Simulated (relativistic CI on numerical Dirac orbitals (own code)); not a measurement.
# Level scheme of Hg⁸⁺

Calculated at this level of theory: Dirac-Coulomb-Breit CI, orbitals from a KLI potential per configuration, model QED, unscaled Slater integrals (own radial code, finite nucleus).

Configurations in the expansion (outside the closed core [Kr] 4d10 4f14 5s2): 5p⁶5d⁴, 5p⁶5d³6s, 5p⁶5d³5f, 5p⁵5d⁵, 5p⁶5d³6p, 5p⁶5d²6s6p, 5p⁶5d³5g, 5p⁶5d²5f6s, 5p⁶5d³6d, 5p⁶5d³7p, 5p⁶5d³6f, 5p⁶5d²6s², 5p⁶5d5f6s², 5p⁶5d6s²6p, 5p⁶5d5g6s², 5p⁶5d6s²6d, 5p⁶5d²6p², 5p⁶5d6s6p², 5p⁶5d5f6p², 5p⁶5d6p³, 5p⁶5d5g6p², 5p⁶5d6p²6d. Double excitations out of closed p, d and f shells are left out; levels of such configurations are missing from the list, as are those of other unlisted configurations, and high levels can miss mixing partners.

The lowest level is 5p⁶5d⁴ ⁵D0, with 54 % of that term; Hund's rules for 5p⁶5d⁴ give ⁵D with J = 0, in agreement.

| No. | Configuration | Term | J | E (cm⁻¹) | % | Next component (%) | Landé g |
| --- | --- | --- | --- | --- | --- | --- | --- |
| 1 | 5p⁶5d⁴ | ⁵D | 0 | 0.0 | 54 | 41 ³P |  |
| 2 | 5p⁶5d⁴ | ⁵D | 1 | 10603.0 | 80 | 20 ³P | 1.499 |
| 3 | 5p⁶5d⁴ | ⁵D | 2 | 18560.9 | 87 | 5 ³P | 1.453 |
| 4 | 5p⁶5d⁴ | ⁵D | 3 | 23915.8 | 77 | 12 ³F | 1.414 |
| 5 | 5p⁶5d⁴ | ⁵D | 4 | 25874.6 | 45 | 29 ³F | 1.285 |
| 6 | 5p⁶5d⁴ | ⁵D | 0 | 35989.0 | 44 | 40 ³P |  |
| 7 | 5p⁶5d⁴ | ³H | 4 | 38122.9 | 51 | 31 ⁵D | 1.056 |
| 8 | 5p⁶5d⁴ | ³G | 3 | 43808.9 | 62 | 18 ³F | 0.928 |
| 9 | 5p⁶5d⁴ | ³F | 2 | 44867.1 | 58 | 21 ¹D | 0.876 |
| 10 | 5p⁶5d⁴ | ³H | 5 | 46947.4 | 75 | 25 ³G | 1.075 |
| 11 | 5p⁶5d⁴ | ³P | 1 | 47951.5 | 69 | 16 ³D | 1.338 |
| 12 | 5p⁶5d⁴ | ³H | 6 | 50714.5 | 67 | 33 ¹I | 1.111 |
| 13 | 5p⁶5d⁴ | ³G | 4 | 55377.9 | 66 | 21 ¹G | 1.030 |
| 14 | 5p⁶5d⁴ | ³D | 2 | 56721.9 | 44 | 39 ³P | 1.219 |
| 15 | 5p⁶5d⁴ | ³F | 3 | 58633.1 | 42 | 42 ³D | 1.176 |
| 16 | 5p⁶5d⁴ | ³F | 4 | 60450.8 | 44 | 19 ³H | 1.165 |
| 17 | 5p⁶5d⁴ | ³F | 3 | 65824.3 | 42 | 27 ³G | 1.086 |
| 18 | 5p⁶5d⁴ | ¹D | 2 | 67843.6 | 35 | 33 ³P | 1.102 |
| 19 | 5p⁶5d⁴ | ³G | 5 | 70286.4 | 75 | 25 ³H | 1.157 |
| 20 | 5p⁶5d⁴ | ³D | 1 | 72330.9 | 81 | 14 ³P | 0.687 |
| 21 | 5p⁶5d⁴ | ¹I | 6 | 72752.5 | 67 | 33 ³H | 1.055 |
| 22 | 5p⁶5d⁴ | ³F | 4 | 79518.4 | 49 | 39 ¹G | 1.111 |
| 23 | 5p⁶5d⁴ | ³P | 2 | 80941.1 | 49 | 23 ³D | 1.230 |
| 24 | 5p⁶5d⁴ | ¹S | 0 | 82018.7 | 68 | 31 ³P |  |
| 25 | 5p⁶5d⁴ | ¹F | 3 | 85249.4 | 54 | 26 ³D | 1.077 |
| 26 | 5p⁶5d⁴ | ³P | 2 | 88240.7 | 52 | 34 ³F | 1.156 |
| 27 | 5p⁶5d⁴ | ³F | 4 | 97409.6 | 48 | 39 ¹G | 1.127 |
| 28 | 5p⁶5d⁴ | ³F | 3 | 99869.4 | 74 | 23 ¹F | 1.068 |
| 29 | 5p⁶5d⁴ | ³F | 2 | 100620.6 | 40 | 37 ¹D | 0.959 |
| 30 | 5p⁶5d⁴ | ³P | 1 | 100765.2 | 96 | 2 ³D | 1.476 |
| 31 | 5p⁶5d⁴ | ¹G | 4 | 105677.0 | 66 | 28 ³F | 1.073 |
| 32 | 5p⁶5d⁴ | ³P | 0 | 105681.5 | 75 | 23 ¹S |  |
| 33 | 5p⁶5d⁴ | ¹D | 2 | 126514.0 | 87 | 6 ³D | 1.001 |
| 34 | 5p⁶5d⁴ | ¹S | 0 | 156381.1 | 88 | 12 ³P |  |
| 35 | 5d³(4F)6s | ⁵F | 1 | 234571.1 | 82 | 16 ³D | 0.107 |
| 36 | 5d³(4F)6s | ⁵F | 2 | 239211.3 | 72 | 13 ³D | 1.019 |
| 37 | 5d³(4F)6s | ⁵F | 3 | 249350.4 | 89 | 5 ³F | 1.240 |
| 38 | 5d³(4F)6s | ³F | 2 | 257199.7 | 31 | 21 ⁵F | 1.131 |
| 39 | 5d³(4F)6s | ⁵F | 4 | 257393.1 | 81 | 14 ³G | 1.296 |
| 40 | 5d³(4P)6s | ⁵P | 1 | 262525.9 | 66 | 27 ³P | 2.069 |
| 41 | 5d³(4F)6s | ⁵F | 5 | 262783.7 | 56 | 33 ³G | 1.293 |
| 42 | 5d³(4F)6s | ³F | 2 | 263840.3 | 45 | 38 ⁵P | 1.240 |
| 43 | 5d³(4F)6s | ³F | 3 | 268574.4 | 48 | 45 ³G | 0.943 |
| 44 | 5d³(2H)6s | ³H | 4 | 271382.6 | 44 | 19 ³G | 0.974 |
| 45 | 5d³(2P)6s | ¹P | 1 | 272783.7 | 30 | 28 ³P | 1.117 |

Energies count from the lowest computed level. Percentages are summed over parent terms; the parents shown are those of the largest component, closed shells are left out there.

The mean weight of the leading LS term, summed over parents, in these 45 levels is 61 %, and that of the leading jj configuration (from the same eigenvectors) 73 %, so jj coupling describes them better and the LS labels are nominal.

At this charge configurations can still be misplaced by up to about 7 % of their energy. Terms inside the open d or f shell come out 10 to 20 % too wide with unscaled integrals. Levels and lines within the n = 5 or 6 shells can be off by up to 10 % or somewhat more, and those that change n by about 2 %, since core polarisation is missing.

LS names give the leading component of a level, which can be under half, so a name can repeat, a term be missing and a line seem to break the LS rules.
